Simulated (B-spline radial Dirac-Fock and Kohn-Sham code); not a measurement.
## How the binding energies of Tl¹⁸⁺ add up

System: the Tl¹⁸⁺ ion in the configuration [Kr] 4d10 4f14 5s2 5p1; nuclear rms radius 5.4759 fm (A = 205).

Calculated with a radial atomic solver, using multi-electron Dirac-Fock with separately optimised hole states, Breit and Lamb-shift corrections added in first order. The model has no electron correlation. Energies are counted from the vacuum level.

All terms are in eV, carry their sign (relaxation lowers the binding energy) and add up to the binding energy; ⟨r⟩ is the mean radius of the orbital in the initial state.

| subshell | −ε (Koopmans) | relaxation | Gaunt | retardation | QED | binding energy | ⟨r⟩ (bohr) |
| --- | --- | --- | --- | --- | --- | --- | --- |
| K | 86518.3 | -83.82 | -341.83 | 31.94 | -163.78 | 85960.8 | 0.016 |
| L1 | 15889.9 | -46.66 | -39.01 | 2.87 | -25.09 | 15782.0 | 0.068 |
| L2 | 15240.6 | -51.53 | -66.66 | 6.91 | -0.66 | 15128.7 | 0.056 |
| L3 | 13170.8 | -47.57 | -44.64 | 9.89 | -2.80 | 13085.7 | 0.065 |
| M1 | 4166.9 | -22.76 | -7.41 | 0.52 | -5.87 | 4131.4 | 0.177 |
| M2 | 3875.7 | -23.97 | -12.84 | 1.16 | -0.31 | 3839.7 | 0.167 |
| M3 | 3409.0 | -21.85 | -8.28 | 1.94 | -0.72 | 3380.1 | 0.183 |
| M4 | 2935.9 | -24.84 | -5.78 | 0.56 | 0.44 | 2906.3 | 0.159 |
| M5 | 2837.1 | -24.10 | -4.03 | 0.61 | 0.18 | 2809.8 | 0.164 |
| N1 | 1271.7 | -6.03 | -1.75 | 0.14 | -1.48 | 1262.6 | 0.390 |
| N2 | 1144.6 | -6.07 | -2.96 | 0.28 | -0.05 | 1135.8 | 0.392 |
| N3 | 1028.9 | -5.04 | -1.80 | 0.47 | -0.15 | 1022.4 | 0.424 |
| N4 | 822.5 | -5.08 | -1.01 | 0.10 | 0.11 | 816.6 | 0.428 |
| N5 | 800.5 | -4.75 | -0.62 | 0.12 | 0.06 | 795.3 | 0.438 |
| N6 | 532.1 | -4.93 | -0.05 | -0.02 | 0.09 | 527.2 | 0.444 |
| N7 | 527.2 | -4.76 | 0.12 | -0.02 | 0.07 | 522.6 | 0.450 |
| O1 | 500.4 | -0.53 | -0.47 | 0.04 | -0.38 | 499.0 | 0.810 |
| O2,3 | 438.8 | -0.39 | -0.56 | 0.11 | -0.03 | ? | 0.895 |

Question: Which binding energy belongs in the row of O2,3?

Answer: 438.0 eV, the sum of the terms in that row (to rounding).

For the deepest level, K (1s), the Breit terms make up -0.361 % of the binding energy, QED -0.191 % and orbital relaxation -0.098 %.

Spin-orbit splittings: 2p 2043.0 eV, 3p 459.7 eV, 3d 96.56 eV, 4p 113.4 eV, 4d 21.30 eV, 4f 4.59 eV.

Going to the tabulated ground configuration of the next ion removes an electron from O2,3 (5p), computed at 438.0 eV. NIST lists 467 ± 24 eV as the ionisation energy of this species (theoretical), +29.03 eV from the computed value. Where a p, d or f shell is open in either ion the computed value averages over both j values and all terms, while the table refers to the lowest levels; that difference holds spin-orbit splitting (largest in heavy or highly charged ions), term energies where several electrons share open shells, and correlation, and it can reach 10 % or more.
